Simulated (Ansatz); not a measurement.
Basis sets compared for [GaCl4]- (GaCl₄⁻). Charge -1, multiplicity 1. Geometry PBE-D4/def2-SVPD. Ansatz on 4 threads of AMD EPYC 9B14 on a shared host; times are rough, and most runs start from earlier orbitals.

Cartesian coordinates in Å:
```
Ga 0.0000 0.0000 0.0000
Cl 2.1734 -0.4712 0.2049
Cl -0.3091 2.2004 0.2246
Cl -1.1480 -1.0784 1.5833
Cl -0.7163 -0.6507 -2.0127
```

```csv
level,functions,energy (Eh),HOMO (eV),LUMO (eV),wall time
HF/STO-3G,54,-3719.4946,-3.63,11.33,0.2 s
PBE-D4/def2-SVPD,146,-3764.1648,-3.27,1.81,1.1 s
PBE0-D4/def2-SVPD,146,-3764.3596,-4.67,2.65,1.7 s
```

(1) Estimate the rows for HF/def2-TZVPD, PBE-D4/def2-TZVPD, PBE0-D4/def2-TZVPD (with forces).

Results:

(1) 
```csv
level,functions,energy (Eh),HOMO (eV),LUMO (eV),wall time
HF/def2-TZVPD,238,-3761.6443,-7.90,4.12,2.9 s
PBE-D4/def2-TZVPD,238,-3765.0206,-3.20,1.89,1.8 s
PBE0-D4/def2-TZVPD (with forces),238,-3765.2094,-4.59,2.66,5.5 s
```
